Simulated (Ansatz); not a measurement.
`N[Si](O)([SiH3])Cl`, charge 0, multiplicity 1.

(1) Give a relaxed structure at PBE0-D4/def2-TZVP (Ansatz). (Estimate.)

Answers

(1) The calculation gave: 
Z-matrix (Å, degrees):
```
Si
O 1 1.643
Si 1 2.337 2 111.6
N 1 1.695 2 111.6 3 124.0
Cl 1 2.069 2 107.2 3 -119.0
H 2 0.959 1 117.7 3 68.9
H 3 1.486 1 110.9 2 -166.7
H 3 1.488 1 109.6 2 -46.2
H 3 1.490 1 110.0 2 72.8
H 4 1.007 1 120.5 2 -76.9
H 4 1.008 1 121.1 2 72.9
```
This is one stationary point; other conformers may exist.
